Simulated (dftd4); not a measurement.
F6Re, doublet, at a GFN2-xTB geometry (such geometries of metal compounds can be far from the true shape) (the multiplicity is a formal guess); D4 for blyp in dftd4.

Here is a job for dftd4.
```
$ dftd4 mol.xyz --func blyp --charge 0 --json dftd4.json --noedisp --property

# file mol.xyz
7

Re     0.00000000    -0.00000000     0.00000000
F      1.10905314    -0.46150799    -1.35505160
F     -1.10905314     0.46150799     1.35505160
F     -1.11122240     0.75995228    -1.16831620
F     -0.88020309    -1.57166272    -0.18512734
F      0.88020309     1.57166272     0.18512734
F      1.11122240    -0.75995228     1.16831620
```

It wrote (shortened):

```
                    ____  _____ _____     ____  _  _
      -------------|  _ \|  ___|_   _|---|  _ \| || |------------
     |             | | | | |_    | | ___ | | | | || |_           |
     |             | |_| |  _|   | ||___|| |_| |__   _|          |
     |             |____/|_|     |_|     |____/   |_|            |
     |             ===================================           |
     |            E. Caldeweyher, S. Ehlert & S. Grimme          |
     |          Mulliken Center for Theoretical Chemistry        |
     |                    University of Bonn                     |
      -----------------------------------------------------------

Rational (Becke-Johnson) damping: blyp-D4-ATM
---------------------
  s6         1.0000
  s8         2.3408
  s9         1.0000
  a1         0.4449
  a2         4.0933
 alp        16.0000
--------------------

Atomic data, radii in Ångström:
------------------------------------------------------
   Z          R(cov)      r4/r2   hardness         EN
------------------------------------------------------
  75 Re       1.5733     3.7248     0.3988     1.9000
   9 F        0.8533     1.2638     0.6693     3.9800
------------------------------------------------------

Atomic reference systems (in atomic units):
----------------------------------------------------------------------------
   Z        #      CN     q+Z       C6(AA)   #      CN     q+Z       C6(AA)
----------------------------------------------------------------------------
  75 Re     1  0.0000 15.0000     852.2654   2  1.6967 15.1019     547.0753
            3  9.1905 14.9655     340.4412
   9 F      1  0.0000  9.0000       9.7374   2  0.7408  8.7523      11.7796
----------------------------------------------------------------------------

Atomic properties (in atomic units):
----------------------------------------------------------------------------
     #    Z              CN          q      C6(AA)        C8(AA)   alpha(0)
----------------------------------------------------------------------------
     1   75 Re       4.2220     1.2468    386.7230    57481.4462    47.8333
     2    9 F        0.7034    -0.2057     11.3541      194.2828     3.8827
     3    9 F        0.7034    -0.2057     11.3541      194.2828     3.8827
     4    9 F        0.7042    -0.2120     11.4195      195.4023     3.8938
     5    9 F        0.7034    -0.2057     11.3541      194.2828     3.8827
     6    9 F        0.7034    -0.2057     11.3541      194.2828     3.8827
     7    9 F        0.7042    -0.2120     11.4195      195.4023     3.8938
----------------------------------------------------------------------------

Molecular properties (in atomic units):
----------------------------------------
 molecular C6                1476.5695
 molecular C8               98798.5583
----------------------------------------

Dispersion energy:      -1.3430566905104E-02 Eh

[Info] JSON dump of results written to 'dftd4.json'
```
